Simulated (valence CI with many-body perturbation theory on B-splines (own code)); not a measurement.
The numbers below are computed, except where a source is named.
**In XLIII: what the settings do**

Method: relativistic CI+MBPT: five valence electrons over a frozen Dirac-Fock core [He], radial functions for each j: 6 s, 6 p, 5 d, 3 f, 1 g, with the one-electron correlation potential Σ1, the two-electron term Σ2, the three-electron term Σ3, Breit, model QED; selected CI, second order for the rest, scaled by the run's own slope (own B-spline code, finite nucleus).

No measured spectrum was set against this ion. As an estimate, large intervals hold to a few tenths of a per cent, small ones and those within an open d or f shell to about a per cent. Among the levels kept, up to 1900 cm⁻¹ of a level comes from second order outside the variational space, and about a tenth of that is noise between levels of different J, which matters for small intervals.

The reference run has the lowest level (2s^2 2p1/2^2 2p3/2) J=3/2 and an ionisation energy of 6764.89 eV. Its largest variational space holds 10000 state functions.

Levels are named by their leading jj configuration (3d3/2^4 stands for four electrons in 3d with j = 3/2), which in mixed levels can hold well under half, so a name can repeat and another be missing. Letters in brackets count levels of one name in rising energy.

Changed runs:
A. hole-hole ladder in Σ2 on → off
B. Davidson tolerance 2e-05 → 0.0003
C. three-electron term on → off
D. correlating orbitals by l 3 3 3 2 1 → 0 0 0 0 0 (bad on purpose)

Excitation energies of the reference run in cm⁻¹, and shifts in cm⁻¹:

| Level | Reference | A | B | C | D |
| --- | --- | --- | --- | --- | --- |
| (2s^2 2p1/2 2p3/2^2) J=3/2 | 1651670 | -48 | 0 | -81 | -881 |
| (2s^2 2p1/2 2p3/2^2) J=5/2 | 1800990 | -49 | 0 | +184 | +972 |
| (2s^2 2p1/2 2p3/2^2) J=1/2 | 2016700 | +46 | 0 | +409 | +457 |
| (2s 2p1/2^2 2p3/2^2) J=5/2 | 3190160 | -127 | 0 | +453 | +513 |
| (2s 2p1/2^2 2p3/2^2) J=1/2 | 3671100 | -34 | 0 | +960 | +4367 |
| (2s^2 2p3/2^3) J=3/2 | 3676600 | -6.0 | 0 | +324 | -258 |
| (2s 2p1/2^2 2p3/2^2) J=3/2 | 3683030 | -127 | 0 | +1255 | +5787 |
| (2s 2p1/2 2p3/2^3) J=3/2 [a] | 4999240 | -133 | 0 | +646 | +736 |
| (2s 2p1/2 2p3/2^3) J=5/2 | 5234840 | -133 | 0 | +945 | +3878 |
| (2s 2p1/2 2p3/2^3) J=1/2 | 5482900 | -123 | 0 | +1433 | +5249 |
| (2s 2p1/2 2p3/2^3) J=3/2 [b] | 5577470 | -133 | 0 | +1621 | +7411 |
| (2s 2p3/2^4) J=1/2 | 7278740 | -71 | 0 | +1423 | +5047 |
| Ionisation energy (eV) | 6764.89 | -0.00079 | 0 | +0.13 | -0.89 |

No effect on these energies: B.
